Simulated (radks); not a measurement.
The mean radii <r> (bohr) of the occupied orbitals of an atom or ion are listed with their occupations. All-electron calculation, scalar-relativistic Kohn-Sham, SCAN, spin-polarised, spherical densities, finite nucleus; meta-GGA in the generalised Kohn-Sham scheme; Fermi nuclear charge, rms radius of each element as measured or else 0.836 A^(1/3) + 0.57 fm. Program: a radial shooting solver on a logarithmic mesh with Libxc functionals.

| orbital | occ. | <r> |
|---|---|---|
| 1s up | 1 | 0.02558 |
| 1s down | 1 | 0.02558 |
| 2s up | 1 | 0.1091 |
| 2s down | 1 | 0.1089 |
| 2p up | 3 | 0.09558 |
| 2p down | 3 | 0.09537 |
| 3s up | 1 | 0.2746 |
| 3s down | 1 | 0.2757 |
| 3p up | 3 | 0.2690 |
| 3p down | 3 | 0.2703 |
| 3d up | 4 | 0.2406 |

Name the element and its charge. Open shells, if any, are filled with parallel spins first.

Answer. Z = 56, barium, charge +34: Ba34+ in [Ar] 3d4. The 1s radius gives Z: for a bare nucleus <r> = (2 gamma + 1)/(2Z) with gamma = sqrt(1 - (Z/c)^2), 0.02523 bohr for Z = 56, and screening makes it slightly larger (0.02558 here). The occupations add up to 22, and the charge is Z minus that.
